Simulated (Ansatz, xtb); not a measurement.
Two isomers of CH4NTe+

Structure a: `C1[NH2+][Te]1`, a singlet. Structure b: `C=[NH+][TeH]`, a singlet. Both are isolated ions in the gas phase, relaxed with PBE0-D4/def2-TZVP; the shapes shown needn't be the lowest conformers.

a (Å):

| atom | x (Å) | y (Å) | z (Å) |
| --- | --- | --- | --- |
| C | 0.1422 | 0.9700 | 2.0259 |
| N | -1.0062 | 0.0804 | 2.0530 |
| Te | 0.5967 | -0.8191 | 0.9635 |
| H | 0.6329 | 1.0982 | 2.9829 |
| H | 0.0045 | 1.8622 | 1.4277 |
| H | -1.2462 | -0.3383 | 2.9471 |
| H | -1.8231 | 0.3632 | 1.5190 |

b (Å):

| atom | x (Å) | y (Å) | z (Å) |
| --- | --- | --- | --- |
| C | -0.4557 | 0.9523 | 3.0475 |
| N | -0.1408 | 0.4018 | 1.9453 |
| Te | -1.3521 | 0.1743 | 0.2627 |
| H | 0.2968 | 1.0903 | 3.8198 |
| H | -1.4744 | 1.2870 | 3.2208 |
| H | 0.8271 | 0.1050 | 1.8359 |
| H | -0.5965 | -1.2691 | -0.0438 |

Quicker runs give these differences E(b) − E(a): GFN2-xTB −41.81 kJ/mol; HF/STO-3G +0.58 kJ/mol (at GFN2-xTB geometries); r2SCAN-D4/def2-SVP −4.46 kJ/mol (at GFN2-xTB geometries).

Task: Which of the two would you expect CCSD(T)/def2-TZVP electronic energies to favour?

Result: Too close to call at this level: CCSD(T)/def2-TZVP gives E(b) − E(a) = +2.37 kJ/mol.

How the difference moves with the method:

```csv
level,geometry,E(b) − E(a) (kJ/mol),departure from the last row (kJ/mol),"job, with rough time for the two"
GFN2-xTB,GFN2-xTB,−41.81,−44.17,"optimisation, 0.4 s"
HF/STO-3G,GFN2-xTB,+0.58,−1.79,"single point, 1.9 s"
r2SCAN-D4/def2-SVP,GFN2-xTB,−4.46,−6.83,"single point, 4.3 s"
PBE0-D4/def2-TZVP,PBE0-D4/def2-TZVP,+8.67,+6.31,"optimisation, 2.2 min"
HF/def2-TZVP,PBE0-D4/def2-TZVP,−36.82,−39.19,part of the CCSD(T) run
MP2/def2-TZVP,PBE0-D4/def2-TZVP,+20.03,+17.66,part of the CCSD(T) run
CCSD(T)/def2-TZVP,PBE0-D4/def2-TZVP,+2.37,,"single point, 53 s"
```

As drawn, b has 1 C=N, 1 Te–H in place of 1 C–N, 1 C–Te, 1 N–H. Structure a has a 3-membered ring, b no ring.

The largest departure from CCSD(T)/def2-TZVP is that of GFN2-xTB, 44.17 kJ/mol.

With harmonic frequencies from PBE0-D4/def2-TZVP (ideal gas, rigid rotor, one conformer each, 298.15 K, 1 atm): on the last row, ΔE + ΔZPE = −12.77, ΔH = −9.93, ΔG = −15.96 kJ/mol.

The correlated steps freeze 6 core orbitals; the filled d shell of Te is correlated, in a basis made for valence electrons. Atoms past krypton carry core potentials in the def2 sets, other sets are all-electron and non-relativistic, and no spin–orbit term is included. Mirror images aren't counted in ΔG. Codes used: Ansatz 0.2.0, xtb 6.7.1; the last row on 2 threads of Intel(R) Xeon(R) Processor @ 2.50GHz (Skylake/Cascade Lake) on a shared host.
